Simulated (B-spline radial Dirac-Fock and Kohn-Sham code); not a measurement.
## Total conversion coefficients of Gd against transition energy

Model: a Dirac-Hartree-Slater potential of the neutral atom with a Latter tail (no hole, which puts coefficients of high multipoles low close above an edge), finite nucleus with surface currents. Program: an atomic code on a B-spline grid. Subshells within 1 keV of threshold and pair formation are left out.

```csv
energy (keV),E2,E4,E5,M1,M2,M5
13,29900,7.20e+08,8.87e+10,131,48200,2.84e+11
18.9,4580,5.34e+07,3.83e+09,43.0,8160,1.15e+10
20,3450,3.62e+07,2.42e+09,36.3,6250,7.10e+09
21,2700,2.59e+07,1.63e+09,31.4,4970,4.71e+09
23,1710,1.39e+07,7.87e+08,23.9,3250,2.19e+09
30.5,420,2.02e+06,8.54e+07,10.3,882,2.10e+08
45.7,57.3,130000,3.78e+06,3.13,142,7.88e+06
50,37.0,70700,1.90e+06,2.40,95.4,3.85e+06
53.5,29.6,44800,1.13e+06,12.5,216,2.25e+06
55.2,26.0,36300,894000,11.4,191,1.76e+06
68.7,10.6,8340,170000,6.01,81.7,321000
100,2.54,698,10200,2.03,19.6,20200
101,2.45,654,9520,1.97,18.9,18900
104,2.20,541,7660,1.81,16.9,15300
128,1.04,143,1680,1.00,7.85,3730
159,0.487,37.6,355,0.544,3.58,918
200,0.224,9.76,72.9,0.288,1.59,226
214,0.179,6.66,46.3,0.239,1.26,152
305,0.0576,1.04,4.99,0.0919,0.384,20.8
381,0.0297,0.368,1.43,0.0511,0.188,6.49
430,0.0211,0.219,0.760,0.0374,0.129,3.54
500,0.0140,0.119,0.366,0.0254,0.0814,1.71
722,0.00566,0.0325,0.0778,0.0101,0.0280,0.328
772,0.00486,0.0263,0.0605,0.00858,0.0232,0.248
1000,0.00277,0.0122,0.0247,0.00459,0.0115,0.0885
1050,0.00250,0.0107,0.0211,0.00408,0.0101,0.0736
1780,0.000891,0.00282,0.00464,0.00119,0.00267,0.0120
1930,0.000767,0.00234,0.00377,0.000993,0.00219,0.00934
2000,0.000719,0.00216,0.00344,0.000916,0.00202,0.00838
```

Task: How fast do they fall between 1780 and 2000 keV?

Result: As powers of the energy: E2 E^-1.85, E4 E^-2.30, E5 E^-2.56, M1 E^-2.26, M2 E^-2.40, M5 E^-3.09. Within one type (E or M) the higher multipoles fall faster.

Values without a named source are computed, but for edge energies of neutral atoms, which are taken from tables.
